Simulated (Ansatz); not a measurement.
Gas-phase electronic energies from Ansatz, PBE0-D4/def2-TZVP geometries. CCSD(T)/CBS is the MP2 limit (def2-TZVPP, def2-QZVPP) plus CCSD(T) − MP2 in def2-TZVPP, frozen cores. Double bonds are as drawn, so ΔE can hold a change between cis and trans. Functionals use def2-TZVPP. One conformer a species, not always the lowest.

`FC/C=N\[SiH3]` → `N/C(F)=C/[SiH3]`  (isomerisation)

| species | PBE-D4 energy (Eh) |
| --- | --- |
| `FC/C=N\[SiH3]` | -523.58015 |
| `N/C(F)=C/[SiH3]` | -523.58840 |

(1) Work out ΔE.

Largest T1 diagnostic among the species: 0.013.

Answers

(1) ΔE = (-523.58840) − (-523.58015) = -0.00825 Eh = -21.7 kJ/mol. CCSD(T)/CBS gives -6.9 kJ/mol.

In def2-TZVPP, CCSD(T) changes the Hartree–Fock value by −8.6 kJ/mol (the triples alone add −1.4 kJ/mol) and MP2 by −13.7 kJ/mol.
